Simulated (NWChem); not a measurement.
System: AlSiNH₆O₂; SMILES N[SiH2][Al]([OH])[OH]

```xyz
11

Si    -0.7063     1.4796     0.0189
N      0.5987     2.6470    -0.0331
Al    -0.0120    -0.8662     0.0020
O     -1.1778    -2.1104    -0.0097
O      1.6678    -1.1785     0.0023
H     -1.5086     1.7586     1.2548
H     -1.5971     1.7532    -1.1557
H      1.1551     2.6554    -0.8833
H      1.2315     2.6434     0.7620
H     -1.0701    -3.0617    -0.0143
H      2.1248    -2.0203    -0.0042
```
Atoms are numbered in this order, from 1.

Computed with NWChem. Pople sets run with spherical d functions. Coordinates come from a PBE0/def2-SVP optimisation. Atomic charges in e: unrestrained fits to the electrostatic potential beside Mulliken populations; buried atoms are poorly determined by the fit.

Problem. Predict the results for Hartree-Fock/6-31G*. Quantities: ESP Si1; Mulliken Si1; ESP N2; Mulliken N2; ESP Al3; Mulliken Al3; ESP O4; Mulliken O4; ESP O5; Mulliken O5; relative RMS misfit of the potential (%).

Solution. 
```json
{
 "ESP Si1": "0.46",
 "Mulliken Si1": "0.57",
 "ESP N2": "-0.89",
 "Mulliken N2": "-1.06",
 "ESP Al3": "1.04",
 "Mulliken Al3": "1.05",
 "ESP O4": "-0.99",
 "Mulliken O4": "-0.95",
 "ESP O5": "-0.95",
 "Mulliken O5": "-0.96",
 "relative RMS misfit of the potential (%)": "24"
}
```
